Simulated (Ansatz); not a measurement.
Basis-set extrapolation for BH7OSi3 (`O[Si@H]1B[Si@@H]1[SiH3]`) (PBE0-D4/def2-TZVP geometry, frozen core, Ansatz). Multiplicity 1, RHF reference.

|  | def2-TZVPP | def2-QZVPP |
| --- | --- | --- |
| HF | -970.452389 | -970.483511 |
| MP2 correlation | -0.716837 | -0.769099 |
| CCSD(T) correlation | -0.809813 | not run |

Energies in hartree. Use E(X) = E(∞) + A·exp(−7.88·√X) for Hartree–Fock and E(X) = E(∞) + B·X^(−2.97) for correlation, with X = 3 and 4, and add CCSD(T) minus MP2 of the smaller set to the MP2 limit.

What is the CCSD(T) energy at the basis-set limit?

HF limit: -970.483511 + (-0.031122) × 0.13774 = -970.48780. MP2 limit: -0.769099 + (-0.052262) × 0.74074 = -0.80781. Higher-order term: -0.809813 − (-0.716837) = -0.09298. Total: -971.38859 hartree, 331.8 kJ/mol below CCSD(T)/def2-TZVPP.
